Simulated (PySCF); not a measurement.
Species: (HInNH)4 cubane, H8In4N4.
Bonds: In1–N3, In1–N6, In1–N9, N3–In4, N3–In10, In4–N6, In4–N12, N6–In7, In7–N9, In7–N12, N9–In10, In10–N12. Hydrogens: H2 on In1; H13 on N3; H5 on In4; H14 on N6; H8 on In7; H15 on N9; H11 on In10; H16 on N12.

Method used: PBE0-D3(BJ)/def2-SVP geometry optimisation, gas phase, def2 core potentials past Kr (PySCF).

Q: What internal coordinates does the optimisation give?

A: 
| bond | length (Å) |
| --- | --- |
| In1–H2 and 3 like bonds | 1.711 |
| In1–N3 and 11 like bonds | 2.188 |
| N3–H13 and 3 like bonds | 1.019 |

Bonds in one row agree within 0.01 Å and their mean is given. A selection of angles:
| angle | degrees |
| --- | --- |
| N3–In1–N6 | 85.1 |
| In1–N3–In4 | 94.7 |
| H13–N3–In1 | 122.0 |
| H13–N3–In4 | 121.8 |
| H13–N3–In10 | 122.0 |
| H14–N6–In1 | 121.7 |

Dihedral angles: N6–In1–N3–In4 5° (synperiplanar); N3–In1–N6–In4 -5° (synperiplanar); N3–In1–N9–In7 -90°; In1–N3–In4–N6 -5° (synperiplanar); In1–N3–In10–N9 5° (synperiplanar); N3–In4–N6–In1 5° (synperiplanar); N3–In4–N12–In7 90°; In1–N6–In7–N9 -5° (synperiplanar); N6–In7–N9–In1 5° (synperiplanar); N6–In7–N12–In4 -5° (synperiplanar); In1–N9–In10–N3 -5° (synperiplanar); N3–In10–N12–In4 5° (synperiplanar).

All 12 In–N bonds measure 2.186 to 2.190 Å. In1 (indium bonded to 3 N and H) has angles from 85.1° to 129.2°. N3 (nitrogen bonded to 3 In and H) has angles from 94.5° to 122.0°.

Point group: Td (every atom within 0.08 Å of its image). Whether it is a minimum is left open (no frequencies). One conformer, not necessarily the lowest.
